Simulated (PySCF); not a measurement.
## Ionisation energy of Pb³⁺ by level of theory

Pb³⁺ [Xe] 4f14 5d10 6s1 [6s1/2^1, M_J = 1/2] → Pb⁴⁺ [Xe] 4f14 5d10, as a difference of total energies. Computed with PySCF 2.14 in x2c-QZVPPall-2c (16s16p12d7f1g, 182 functions), with the two-component X2C-1e Hamiltonian. Correlated levels: [Kr] 4d10 4f14 frozen; the 48 highest virtual spinors dropped. "Screened" scales the spin-orbit matrix elements by Boettger's factors to mimic the two-electron term; Breit and QED terms are absent.

| method | ionisation energy (eV) |
| --- | --- |
| GHF (spin-free) | 40.583 |
| GMP2 (spin-free) | 42.332 |
| GHF (screened spin-orbit) | 40.603 |
| GMP2 (screened spin-orbit) | 42.357 |

Problem. How much does correlation contribute at GMP2 (screened spin-orbit)?

Solution. 42.357 − (40.603) = 1.754 eV, measured against GHF (screened spin-orbit).

For comparison: 42.333 eV (measured; NIST Atomic Spectra Database, ionization energies).
